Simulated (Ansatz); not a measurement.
Relaxed structures of GeH$_{2}$BrO (charge +1), singlet (PBE0-D4/def2-TZVP; forces vanish, vibrations not checked; lower isomers may exist, and structures with a doubtful reference or unclear bonds are left out; Å). Computed with Ansatz 0.2.0 (basis: def2-TZVPP); correlated methods freeze the cores. Filled d shells of the heavier atoms are correlated. The def2 sets are not built for correlating such inner shells, so the correlated values are less sure here.

**Question.** Rank them by CCSD(T) energy, lowest first, and give each one's height above the lowest. Links in brackets join atoms within 1.22 times the sum of their covalent radii (1.1 for two metals). (An estimate is asked for; the value comes from the calculation.)
A.
GeH₂BrO ([GeH][OH][Br]), total charge +1
```
5
angstrom
O 0.3238 0.2446 0.0912
Ge -1.5136 0.3139 -0.6522
Br 1.4089 -1.1278 0.7367
H -1.6248 -1.2494 -0.4542
H 0.8250 1.0739 0.1624
```
B.
GeH₂BrO ([OH][GeH][Br]), total charge +1
```
5
angstrom
O -1.1962 0.1279 -0.4969
Ge 0.3821 0.3105 0.1042
Br 1.5157 -1.4233 0.8251
H -1.5960 -0.7537 -0.5195
H 0.8944 1.7386 0.0870
```
C.
GeH₂BrO ([O][GeH][BrH]), total charge +1
```
5
angstrom
O 1.1726 -1.2519 0.6617
Ge 0.7670 0.2468 0.2676
Br -1.6098 0.0987 -0.6572
H -1.5874 -1.3227 -0.4279
H 1.0339 1.7358 0.1431
```

**Answer.** The calculation gives: B (0.00 kcal/mol), C (59.10 kcal/mol), A (68.41 kcal/mol). Heights count from the lowest.

T1 diagnostic: at most 0.020.

For scale, one of the runs: CCSD(T)/def2-TZVPP, 155 basis functions, launched by `ansatz run in.yaml --threads 2 --pin off --events-out ev --progress --plain --max-ram 4352MiB`. Hardware: 2 CPU threads of an Arm Neoverse V2, shared host. Wall time 55 s; peak host memory 1.1 GiB.
